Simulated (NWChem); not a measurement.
System: AlH$_{2}$OCl; SMILES [OH][AlH][Cl]

The following NWChem deck was run.

```
start job
memory heap 200 mb stack 900 mb global 1100 mb
geometry units angstroms noautosym nocenter noautoz
  Al    -0.579326     0.608741     0.000000
  H     -2.143871     0.690281     0.000000
  Cl     0.418009    -1.244126     0.000000
  O      0.306567     2.049826     0.000000
  H      1.259132     2.154397     0.000000
end
basis spherical
  * library 6-31g*
end
dft
  xc hfexch
  iterations 150
end
property
  shielding
end
task dft property
```

Parts of the log:

```
             Northwest Computational Chemistry Package (NWChem) 7.3.0
             --------------------------------------------------------

                             Geometry "geometry" -> ""
                             -------------------------

 Output coordinates in angstroms (scale by  1.889725989 to convert to a.u.)

  No.       Tag          Charge          X              Y              Z
 ---- ---------------- ---------- -------------- -------------- --------------
    1 Al                  13.0000    -0.57932600     0.60874100     0.00000000
    2 H                    1.0000    -2.14387100     0.69028100     0.00000000
    3 Cl                  17.0000     0.41800900    -1.24412600     0.00000000
    4 O                    8.0000     0.30656700     2.04982600     0.00000000
    5 H                    1.0000     1.25913200     2.15439700     0.00000000

 Effective nuclear repulsion energy (a.u.)     128.6457541870

  xc_inp: hfexch multiplicative factor not found.
                              NWChem Property Module
                              ----------------------

  itol2e modified to match energy
  convergence criterion.

                                 NWChem DFT Module
                                 -----------------

 Summary of "ao basis" -> "ao basis" (spherical)
 ------------------------------------------------------------------------------
       Tag                 Description            Shells   Functions and Types
 ---------------- ------------------------------  ------  ---------------------
 Al                          6-31g*                  8       18   4s3p1d
 H                           6-31g*                  2        2   2s
 Cl                          6-31g*                  8       18   4s3p1d
 O                           6-31g*                  6       14   3s2p1d

  itol2e modified to match energy
  convergence criterion.

            General Information
            -------------------
          SCF calculation type: DFT
          Wavefunction type:  closed shell.
          No. of atoms     :     5
          No. of electrons :    40
           Alpha electrons :    20
            Beta electrons :    20
          Charge           :     0
          Spin multiplicity:     1
          Use of symmetry is: off; symmetry adaption is: off
          Maximum number of iterations: 150
          AO basis - number of functions:    54
                     number of shells:    26
          Convergence on energy requested:  1.00D-07
          Convergence on density requested:  1.00D-05
          Convergence on gradient requested:  5.00D-04

              XC Information
              --------------
                     Hartree-Fock (Exact) Exchange  1.000

      Superposition of Atomic Density Guess
      -------------------------------------

 Sum of atomic energies:        -777.06005073

      Non-variational initial energy
      ------------------------------

 Total energy =    -777.524665
 1-e energy   =   -1331.489643
 2-e energy   =     425.319224
 HOMO         =      -0.421298
 LUMO         =       0.005589

   convergence    iter        energy       DeltaE   RMS-Dens  Diis-err
 ---------------- ----- ----------------- --------- --------- ---------
 d= 0,ls=0.0,diis     1   -777.4599233430 -9.06D+02  1.16D-02  5.66D-01
 d= 0,ls=0.0,diis     2   -777.5090365066 -4.91D-02  3.94D-03  2.16D-01
 d= 0,ls=0.0,diis     3   -777.5296173238 -2.06D-02  1.03D-03  2.71D-03
 d= 0,ls=0.0,diis     4   -777.5301778229 -5.60D-04  3.04D-04  1.69D-04
 d= 0,ls=0.0,diis     5   -777.5302160426 -3.82D-05  6.26D-05  5.71D-06
  Resetting Diis
 d= 0,ls=0.0,diis     6   -777.5302178506 -1.81D-06  1.88D-05  3.69D-07
 d= 0,ls=0.0,diis     7   -777.5302179827 -1.32D-07  3.67D-06  2.61D-08
 d= 0,ls=0.0,diis     8   -777.5302179917 -9.02D-09  2.58D-06  5.49D-09

         Total DFT energy =     -777.530217991687
      One electron energy =    -1333.926197798158
           Coulomb energy =      482.558919407033
    Exchange-Corr. energy =      -54.808693787549
 Nuclear repulsion energy =      128.645754186988

 Numeric. integr. density =        0.000000000000

                       DFT Final Molecular Orbital Analysis
                       ------------------------------------

 Vector   18  Occ=2.000000D+00  E=-4.796224D-01
              MO Center= -5.5D-01, -8.5D-02,  1.8D-15, r^2= 3.7D+00
   Bfn.  Coefficient  Atom+Function         Bfn.  Coefficient  Atom+Function
  ----- ------------  ---------------      ----- ------------  ---------------
    28      0.482171  3 Cl py                20     -0.238576  2 H  s
     7      0.235869  1 Al px                32      0.230690  3 Cl py
    19     -0.197771  2 H  s                 24     -0.188299  3 Cl py
    42      0.178907  4 O  py                46      0.149195  4 O  py
     8     -0.110144  1 Al py                41     -0.110641  4 O  px

[...]

          -----------------------------------------
          Chemical Shielding Tensors (GIAO, in ppm)
          -----------------------------------------

                                NWChem CPHF Module
                                ------------------

  scftype          =     RHF
  nclosed          =       20
  nopen            =        0
  variables        =      680
  # of vectors     =        3
  tolerance        = 0.10D-03
  level shift      = 0.00D+00
  max iterations   =       50
  max subspace     =       30

 SCF residual:    3.1776180845249402E-005

Iterative solution of linear equations
  No. of variables      680
  No. of equations        3
  Maximum subspace       30
        Iterations       50
       Convergence  1.0D-04

   iter   nsub   residual    time
   ----  ------  --------  ---------
     1      3    1.11D+00      11.7
     2      6    1.23D-01      13.6
     3      9    1.39D-02      15.4
     4     12    3.03D-03      17.3
     5     15    5.43D-04      19.1
     6     18    8.36D-05      20.9

      Atom:    1  Al
        Diamagnetic
    790.8753     -0.5866      0.0000
     -0.5866    799.4491      0.0000
      0.0000      0.0000    792.9477

        Paramagnetic
   -243.5305     -3.9009     -0.0000
     -3.9009   -296.5873      0.0000
     -0.0000      0.0000   -328.1967

        Total Shielding Tensor
    547.3448     -4.4875     -0.0000
     -4.4875    502.8618      0.0000
     -0.0000      0.0000    464.7511

           isotropic =     504.9859
          anisotropy =      64.2106

          Principal Components and Axis System
                 1           2           3
              547.7930    502.4136    464.7511

      1         0.9950      0.0994      0.0000
      2        -0.0994      0.9950      0.0000
      3         0.0000      0.0000      1.0000

      Atom:    2  H
        Diamagnetic
     36.1653     -1.2579     -0.0000
     -1.2579     24.9720     -0.0000
     -0.0000     -0.0000     23.7368

        Paramagnetic
     -2.4954      0.1812      0.0000
      0.1812      0.3614      0.0000
      0.0000      0.0000     -0.0411

        Total Shielding Tensor
     33.6700     -1.0767      0.0000
     -1.0767     25.3334      0.0000
      0.0000      0.0000     23.6957

           isotropic =      27.5664
          anisotropy =       9.3606

          Principal Components and Axis System
                 1           2           3
               33.8068     25.1966     23.6957

      1         0.9920      0.1261      0.0000
      2        -0.1261      0.9920      0.0000
      3         0.0000      0.0000      1.0000

      Atom:    3  Cl
        Diamagnetic
   1147.3558     -2.5694     -0.0000
     -2.5694   1152.2323     -0.0000
     -0.0000     -0.0000   1146.3595

        Paramagnetic
   -146.6815    -90.8193      0.0000
    -90.8193   -124.9763      0.0000
      0.0000      0.0000   -150.9805

        Total Shielding Tensor
   1000.6743    -93.3887      0.0000
    -93.3887   1027.2561      0.0000
      0.0000      0.0000    995.3790

           isotropic =    1007.7698
          anisotropy =     150.7876

          Principal Components and Axis System
                 1           2           3
             1108.2949    995.3790    919.6355

      1        -0.6554      0.0000      0.7553
      2         0.7553      0.0000      0.6554
      3         0.0000      1.0000      0.0000

      Atom:    4  O
        Diamagnetic
    398.2624     12.8910      0.0000
     12.8910    399.6474      0.0000
      0.0000      0.0000    378.2766

        Paramagnetic
   -114.5414     36.2773     -0.0000
     36.2773    -96.7454      0.0000
     -0.0000      0.0000    -78.6713

        Total Shielding Tensor
    283.7210     49.1683     -0.0000
     49.1683    302.9020      0.0000
     -0.0000      0.0000    299.6053

           isotropic =     295.4094
          anisotropy =      71.9955

          Principal Components and Axis System
                 1           2           3
              343.4064    299.6053    243.2166

      1         0.6358      0.0000      0.7718
      2         0.7718      0.0000     -0.6358
      3         0.0000      1.0000      0.0000

      Atom:    5  H
        Diamagnetic
     44.2225      6.4605      0.0000
      6.4605     22.2118      0.0000
      0.0000      0.0000     17.0399

        Paramagnetic
     -2.9235     -0.8828     -0.0000
     -0.8828      4.8231     -0.0000
     -0.0000     -0.0000      6.1089

        Total Shielding Tensor
     41.2990      5.5777     -0.0000
      5.5777     27.0349     -0.0000
     -0.0000     -0.0000     23.1488

           isotropic =      30.4942
          anisotropy =      19.0902

          Principal Components and Axis System
                 1           2           3
               43.2210     25.1129     23.1488

      1         0.9454     -0.3258      0.0000
      2         0.3258      0.9454      0.0000
      3         0.0000      0.0000      1.0000
```

Level: Hartree-Fock/6-31G* (spherical d), GIAO. Coordinates come from a PBE0/def2-SVP optimisation. The printed shielding anisotropy is the first printed principal value minus the mean of the other two.
